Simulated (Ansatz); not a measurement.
Consider the redistribution: `C[SiH](Cl)[SnH3]` + `N[SiH](O)F` → `C[SiH](F)[SnH3]` + `N[SiH](O)Cl`.

Gas-phase electronic energies from Ansatz, PBE0-D4/def2-TZVP geometries. CCSD(T)/CBS adds triple-zeta CCSD(T) − MP2 to the extrapolated MP2 energy (def2 sets, frozen cores). This one scheme is used for every species. Functionals use def2-TZVPP. Elements past krypton have def2 core potentials. For Sn outer-core shells are correlated without core-valence functions, which leaves a few kJ/mol of doubt a bond. Each species was taken in one conformer, which may not be the lowest.

`C[SiH](Cl)[SnH3]`:

Z-matrix (Å, degrees):
```
C
Si 1 1.864
H 1 1.094 2 110.0
H 1 1.092 2 110.4 3 119.7
H 1 1.092 2 110.9 3 -120.0
Cl 2 2.072 1 108.8 3 -178.0
Sn 2 2.566 1 113.0 3 62.4
H 2 1.487 1 110.2 3 -61.7
H 7 1.708 2 110.2 1 58.4
H 7 1.711 2 110.7 1 -61.0
H 7 1.706 2 110.9 1 178.7
```

`N[SiH](O)F`:

```xyz
8

N    -0.505   -0.858    0.646
Si   -0.019    0.275   -0.524
O     0.943    1.410    0.138
F     0.734   -0.597   -1.629
H    -0.740   -1.800    0.379
H    -0.982   -0.576    1.486
H    -1.065    1.041   -1.224
H     1.634    1.103    0.729
```

`C[SiH](F)[SnH3]`:

Z-matrix (Å, degrees):
```
C
Si 1 1.859
H 1 1.092 2 111.4
H 1 1.093 2 110.7 3 120.9
H 1 1.094 2 109.8 3 -119.8
F 2 1.610 1 108.8 3 -62.4
Sn 2 2.571 1 112.5 3 57.3
H 2 1.489 1 110.2 3 -179.0
H 7 1.707 2 111.9 1 -177.4
H 7 1.709 2 111.1 1 -56.4
H 7 1.711 2 110.0 1 62.6
```

`N[SiH](O)Cl`:

Z-matrix (Å, degrees):
```
Si
O 1 1.631
Cl 1 2.058 2 112.6
N 1 1.700 2 111.2 3 116.8
H 1 1.474 2 103.8 3 -116.0
H 2 0.960 1 116.7 3 -67.6
H 4 1.006 1 120.7 2 -147.4
H 4 1.007 1 121.4 2 60.6
```

| level | ΔE (eV) |
| --- | --- |
| PBE | 0.17 |
| CCSD(T)/def2-TZVPP | 0.22 |

What does CCSD(T)/CBS give? (Estimate.)

Ansatz gave: +0.22 eV. The listed levels differ from it by -0.05, 0.00 eV.

Largest T1 diagnostic among the species: 0.013.
